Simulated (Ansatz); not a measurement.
Saddle point of GaH5Se, singlet (GaH₃ + H₂Se → GaH₃Se ([GaH2][SeH]) + H₂; bonds formed: H2–H5; dative contacts that become bonds: Ga1–Se6; bonds broken: Ga1–H2, H5–Se6), PBE0-D4/def2-TZVP structure:

```xyz
7
angstrom
Ga -0.8133 -0.2434 -0.4533
H 0.6501 -0.2047 -1.3183
H -1.3342 -1.7064 -0.4156
H -1.5217 1.1363 -0.5288
H 1.0688 -0.1784 -0.2251
Se 0.9477 -0.1352 1.4918
H 1.0027 1.3317 1.4492
```

Energies are electronic, without zero-point energy. Barriers and step energies count from the start structure reached by relaxing down the imaginary mode; all methods use the PBE0-D4 structures, on which another method's saddle can fall below an end. Computed with Ansatz 0.2.0 (basis: def2-TZVPP, with def2-QZVPP for the basis limit); correlated methods freeze the cores. Filled d shells of the heavier atoms are correlated. The def2 sets are not built for correlating such inner shells, so the correlated values are less sure here. B3LYP uses VWN-RPA correlation. Extrapolation: Hartree–Fock as exp(−7.88 √X), correlation as X^−2.97.

```tsv
method	barrier (kJ/mol)	step energy (kJ/mol)
SPW92	?	-36.1
PBE-D4	40.3	-54.2
BLYP-D4	52.3	-59.3
r2SCAN-D4	46.5	-55.4
B97M-V	61.8	-42.5
PBE0-D4	?	-53.5
B3LYP-D4	61.3	-57.5
r2SCAN0-D4	56.0	-55.6
BHLYP-D4	76.9	-56.8
CAM-B3LYP-D4	70.4	-51.4
wB97X-V	73.6	-52.7
wB97M-V	70.6	-54.8
B2PLYP	?	-59.4
PBE-QIDH	63.1	-55.8
RPA on PBE	72.0	-51.0
HF	110.6	-63.4
MP2	65.5	-61.5
CCSD	78.8	-53.3
CCSD(T)	70.9	-54.3
```

Task: Fill in the withheld barriers. (Judge from chemistry; the value comes from the calculation.)

Result: Computed: SPW92 26.4; PBE0-D4 52.5; B2PLYP 65.6 kJ/mol. Each is the energy of the saddle less that of the start structure, by the same method.

For comparison, the barrier by CCSD(T) at an estimated basis limit (MP2 extrapolated from triple and quadruple zeta, plus CCSD(T) − MP2 in triple zeta) is 64.9 kJ/mol.

T1 diagnostic: at most 0.012.

Exchanges of this kind with a chalcogen hydride build sulfide and selenide films.

Labels in which every atom is bracketed show which atoms are joined, not bond orders.

For scale, one of the runs: CCSD(T)/def2-TZVPP, 166 basis functions, launched by `ansatz run in.yaml --threads 2 --pin off --events-out ev --progress --plain --max-ram 4352MiB`. Time: 43 s of wall clock on 2 CPU threads of an Arm Neoverse V2; the host was shared. Peak host memory: 1.3 GiB.
